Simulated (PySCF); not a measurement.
**Dipole response of Ne²⁺ (neon, charge +2)**

[He] 2s2 2p4, high-spin 3P determinant. Computed with PySCF 2.14 in aug-cc-pVQZ (6s5p4d3f2g, 80 functions), with no relativity, point nucleus. Coupled (time-dependent) response in atomic units; α is the mean over directions.

| method | mean α (bohr³) | α xx, yy, zz | C₆ (like pair) | S(−4) |
| --- | --- | --- | --- | --- |
| UHF | 0.8307 | 0.9050, 0.6820, 0.9050 | 1.034 | 0.3620 |
| PBE | 0.8729 | 0.9387, 0.7413, 0.9387 | 1.110 | 0.3948 |
| PBE0 | 0.8575 | 0.9252, 0.7219, 0.9252 | 1.083 | 0.3807 |
| B3LYP | 0.8579 | 0.9238, 0.7261, 0.9238 | 1.085 | 0.3762 |
| M06 | 0.8689 | 0.9456, 0.7155, 0.9456 | 1.084 | 0.4263 |

S(−4) is the Cauchy moment in α(ω) = α(0) + S(−4) ω² + …

α(iu) at M06:

| u (hartree) | α(iu) (bohr³) |
| --- | --- |
| 0 | 0.8689 |
| 0.0500 | 0.8679 |
| 0.100 | 0.8647 |
| 0.200 | 0.8525 |
| 0.300 | 0.8337 |
| 0.500 | 0.7829 |
| 0.750 | 0.7098 |
| 1.00 | 0.6382 |
| 1.50 | 0.5140 |
| 2.00 | 0.4164 |
| 3.00 | 0.2822 |
| 5.00 | 0.1484 |

A single London oscillator, α(iu) = α/(1 + u²/ω²), gives C₆ = (3/4) ω α². Matching the computed C₆ needs ω = 4 × 1.084 / (3 × 0.8689²) = 1.91 hartree.

For an ion, C₆ is the dispersion term alone; charge-induced terms of lower order in 1/R come first.

The components differ because the open shell of this determinant is not spherical; for a pure term their mean is the scalar polarisability.
